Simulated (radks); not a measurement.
The numbers below are computed, except where a source is named.
Neutral oxygen, configuration [He] 2s2 2p4.

Level of theory: scalar-relativistic Kohn-Sham, LDA (Slater exchange, Perdew-Wang correlation), spin-polarised, spherical densities, finite nucleus; open shells are filled with parallel spins first; Fermi nuclear charge, rms radius 2.6991 fm (a radial shooting solver on a logarithmic mesh with Libxc functionals).

Energy parts (hartree):
part                      energy
total                  -74.58045
kinetic                 74.33569
electron-nucleus      -177.50740
Hartree                 36.43170
exchange-correlation    -7.84044

Orbitals (lengths in bohr, moments of r in powers of bohr; r(max) is where P^2 peaks; r(90%) holds 90 % of the orbital's charge):
orbital	occ.	eigenvalue (hartree)	<1/r>	r(90%)	r(max)	<r^2>
1s up	1	-18.78269	7.587	0.360	0.1299	0.05456
1s down	1	-18.72943	7.600	0.359	0.1297	0.05427
2s up	1	-0.91698	1.290	1.83	0.8697	1.568
2s down	1	-0.80333	1.255	1.89	0.8814	1.670
2p up	3	-0.38057	1.130	2.15	0.8037	1.995
2p down	1	-0.27219	1.065	2.38	0.8315	2.416
3s up	0	-0.00560	0.1730	14.9	5.082	96.11

The highest occupied level is 2p down at -7.407 eV. Spin moment in Bohr magnetons: 2. For comparison, the ionisation energy in NIST's Atomic Spectra Database is 13.618 eV (measured). In exact Kohn-Sham theory the highest level is minus the ionisation energy, but local and semilocal functionals leave it too shallow, through self-interaction and a potential that decays too fast; potentials with the right tail come closer. Summed over all electrons, <r^2> = 11.75 bohr^2, which gives a Langevin (diamagnetic) susceptibility term of -9.3 x 10^-6 cm^3/mol. The electron density at the nucleus is 317.1 e/bohr^3 (large components only). The spin density at the nucleus is -0.0183 e/bohr^3 (1s -0.5146, 2s 0.4963).
